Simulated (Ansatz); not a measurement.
C₂H₄N₃, SMILES n1c[nH][nH+]c1, charge +1.

The structure is a stationary point at PBE0-D3(BJ)/def2-SVP. The isomer is the one that the SMILES or the coordinates give; other isomers of the formula were not compared.

Two levels are set side by side: PBE/def2-SVPD (Ansatz, a quantum-chemistry and plane-wave program) and PBE0/def2-SVPD (Ansatz). Energy differences of separate SCF runs at the same geometry; the states with an electron removed or added have multiplicity 2 and 2. Differences are taken from unrounded values.

```json
[
 {"quantity": "vertical ionisation energy (eV)", "PBE0": "16.81"},
 {"quantity": "vertical electron affinity (eV)", "PBE0": "4.59"},
 {"quantity": "vertical singlet–triplet gap (eV)", "PBE0": "4.91"}
]
```

Question: What does PBE give, and how far is it from PBE0? (An estimate is asked for; the answer gives what the named calculation found.)

Answer: 
```json
[
 {"quantity": "vertical ionisation energy (eV)", "PBE": "16.79", "PBE minus PBE0": "-0.02"},
 {"quantity": "vertical electron affinity (eV)", "PBE": "4.54", "PBE minus PBE0": "-0.05"},
 {"quantity": "vertical singlet–triplet gap (eV)", "PBE": "4.98", "PBE minus PBE0": "0.07"}
]
```

Here PBE gives about what the other level gives.
